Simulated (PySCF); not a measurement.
Computed spin Hamiltonian

Species: C7H9O (doublet state).
Numbering: `[OH:1][CH2:2][C@:3]12[CH2:4][C@@H:5]3[C:6]1[C@@H:7]3[CH2:8]2` (hydrogens: H9 on O1; H10, H11 on C2; H12, H13 on C4; H14 on C5; H15 on C7; H16, H17 on C8)

Cartesian coordinates in Å at the GFN2-xTB level; atoms count from 1:
```
atom  x, y, z in Å
O1     2.660   -0.108   -0.034
C2     1.631    0.833   -0.226
C3     0.263    0.225   -0.051
C4    -0.096   -0.561    1.223
C5    -1.061   -1.352    0.371
C6    -0.334   -0.981   -0.868
C7    -1.660   -0.348   -0.666
C8    -1.024    0.996   -0.387
H9     2.476   -0.869   -0.597
H10    1.796    1.613    0.524
H11    1.707    1.290   -1.225
H12    0.732   -1.164    1.590
H13   -0.514    0.027    2.043
H14   -1.592   -2.249    0.635
H15   -2.611   -0.542   -1.127
H16   -1.448    1.597    0.420
H17   -0.932    1.604   -1.285
```

The hyperfine couplings belong to this conformer and change with its torsions.

Computed with PySCF, UKS B3LYP, pcH-1 on C H O, non-relativistic, mean-field spin-orbit, GIAO. Geometry: GFN2-xTB, one conformer, isolated molecule. Couplings are sensitive to structure, and on GFN2-xTB geometries they can be far from those on DFT ones. No stability test was run, so a lower SCF solution isn't excluded.

```
g1, g2, g3        : 2.00213, 2.00332, 2.00436
g_iso             : 2.00327
Form of g         : rhombic: the two nearest values differ by 46 % of g3 − g1
⟨S²⟩              : 0.7526 (exact 0.7500)
α and β electrons : 30, 29
```

Isotropic coupling and dipolar principal values T1 to T3, in MHz; ρ(0) is the spin density at the nucleus:

| atom | isotope | a_iso | T1 | T2 | T3 | Mulliken spin population | ρ(0) (bohr⁻³) |
| --- | --- | --- | --- | --- | --- | --- | --- |
| O1 | 17O | 0.4 | -0.4 | -0.1 | 0.5 | 0.00 | -0.0006 |
| C2 | 13C | 2.8 | -0.9 | -0.6 | 1.4 | 0.00 | 0.0025 |
| C3 | 13C | 17.1 | -9.0 | -6.4 | 15.4 | 0.01 | 0.0152 |
| C4 | 13C | 5.0 | -2.7 | -2.1 | 4.8 | 0.01 | 0.0044 |
| C5 | 13C | -7.8 | -10.8 | -7.2 | 18.0 | 0.05 | -0.0070 |
| C6 | 13C | 394.2 | -60.5 | -59.1 | 119.6 | 0.79 | 0.3507 |
| C7 | 13C | -9.3 | -10.1 | -6.5 | 16.6 | 0.05 | -0.0083 |
| C8 | 13C | 3.8 | -2.5 | -2.0 | 4.5 | 0.01 | 0.0034 |
| H9 | 1H | -0.5 | -3.4 | -2.7 | 6.1 | 0.00 | -0.0001 |
| H10 | 1H | 0.0 | -1.5 | -1.4 | 2.9 | 0.00 | 0.0000 |
| H11 | 1H | 0.4 | -2.3 | -1.9 | 4.2 | 0.00 | 0.0001 |
| H12 | 1H | 4.8 | -3.2 | -2.2 | 5.4 | 0.00 | 0.0011 |
| H13 | 1H | 52.4 | -2.6 | -1.0 | 3.6 | 0.02 | 0.0117 |
| H14 | 1H | 27.0 | -6.1 | -4.3 | 10.4 | 0.01 | 0.0060 |
| H15 | 1H | 29.2 | -5.9 | -4.3 | 10.1 | 0.01 | 0.0065 |
| H16 | 1H | 48.2 | -2.5 | -1.0 | 3.6 | 0.02 | 0.0108 |
| H17 | 1H | 4.6 | -3.1 | -2.1 | 5.3 | 0.00 | 0.0010 |

The largest Mulliken spin population is on C6 (+0.79). The angles at C6 add up to 237.0°, so it is pyramidal.

Under fast tumbling the dipolar parts average out, and these isotropic splittings remain: 2 × 1H (H13/H16, I = 1/2, 3 lines) with 1.79 mT, 2 × 1H (H14/H15, I = 1/2, 3 lines) with 1.00 mT and 2 × 1H (H12/H17, I = 1/2, 3 lines) with 0.17 mT.

Means are taken over nuclei equivalent by connectivity, which assumes that they swap fast.

The 13C coupling of C6 (394.2 MHz) shows only in satellite lines or after enrichment, since that isotope makes up about 1.07 % of natural carbon.
